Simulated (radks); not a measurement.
Values are calculated unless marked as measured or tabulated.
Task: These are the eigenvalues of the occupied orbitals of an atom or ion with whole-number occupations (hartree). Level of theory: Dirac Kohn-Sham, PBE, spin-unpolarised, spherical densities, finite nucleus; Fermi nuclear charge, rms radius of each element as measured or else 0.836 A^(1/3) + 0.57 fm (a radial shooting solver on a logarithmic mesh with Libxc functionals).

1s1/2: -1422.909
2s1/2: -226.5385
2p1/2: -213.6647
2p3/2: -198.4827
3s1/2: -48.56187
3p1/2: -43.13265
3p3/2: -40.17371
3d3/2: -30.66191
3d5/2: -30.02891
4s1/2: -9.91629
4p1/2: -7.91827
4p3/2: -7.28888
4d3/2: -4.01293
4d5/2: -3.90364
5s1/2: -1.56777
5p1/2: -1.02997
5p3/2: -0.93939
5d3/2: -0.26766
5d5/2: -0.26059

Which element is it, and in what charge state? The configuration may be excited. Open shells, if any, are shared by 2j + 1.

Result: Z = 57, lanthanum, charge +1: La+ in [Xe] 5d2. The list shows which subshells hold electrons but not how many an open one holds; the 1s level, -1422.9 hartree, gives Z - s = 53.3 by -(Z - s)^2/2, which with screening and relativity narrows Z to a few neighbours, and the depths of the outer levels then fix element, charge and occupations together.
